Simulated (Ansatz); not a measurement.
C4H7Al, SMILES `C#[C][AlH][CH2]C`, relaxed with RKS PBE0-D4/def2-TZVP in the Gaussian-basis code of Ansatz from a PBE-D4/def2-SVP geometry. The force threshold is 0.005 eV/Å; the program also tests the step.

The species carries charge 0 and has multiplicity 1.

Start:

```xyz
12

C     2.255   -1.081   -1.842
C     1.612   -1.071   -0.788
Al    0.587   -1.023    0.841
C    -0.855    0.306    1.038
C    -1.199    1.154   -0.197
H     2.822   -1.093   -2.765
H     0.962   -2.060    2.000
H    -0.559    0.960    1.894
H    -1.757   -0.229    1.420
H    -1.561    0.527   -1.038
H    -0.316    1.707   -0.577
H    -1.991    1.904    0.015
```

| step | energy (eV) | largest force (eV/Å) | largest move (Å) |
| --- | --- | --- | --- |
| 1 | -10850.7101 | 1.753 | 0.000 |
| 2 | -10850.7703 | 0.142 | 0.040 |
| 3 | -10850.7732 | 0.019 | 0.014 |
| 4 | -10850.7732 | 0.009 | 0.007 |
| 5 | -10850.7733 | 0.009 | 0.015 |
| 6 (rejected) | -10850.7733 | 0.023 | 0.020 |
| 7 | -10850.7733 | 0.006 | 0.010 |
| 8 | -10850.7734 | 0.017 | 0.046 |
| 9 | -10850.7734 | 0.014 | 0.003 |
| 10 | -10850.7735 | 0.010 | 0.022 |
| 11 | -10850.7735 | 0.009 | 0.014 |
| 12 | -10850.7735 | 0.005 | 0.013 |
| 13 | -10850.7735 | 0.003 | 0.009 |
| 14 (rejected) | -10850.7735 | 0.007 | 0.012 |
| 15 | -10850.7735 | 0.001 | 0.003 |

End:

```xyz
12

C     2.183   -1.102   -1.843
C     1.581   -1.069   -0.792
Al    0.607   -0.985    0.853
C    -0.863    0.287    1.029
C    -1.157    1.163   -0.188
H     2.715   -1.135   -2.766
H     1.035   -1.962    2.025
H    -0.653    0.910    1.909
H    -1.757   -0.284    1.315
H    -1.408    0.562   -1.065
H    -0.291    1.770   -0.466
H    -1.992    1.847   -0.010
```

It took 50 s on 4 threads of an Arm Neoverse V1 on a shared host, with 0.5 GiB of host memory at the peak.
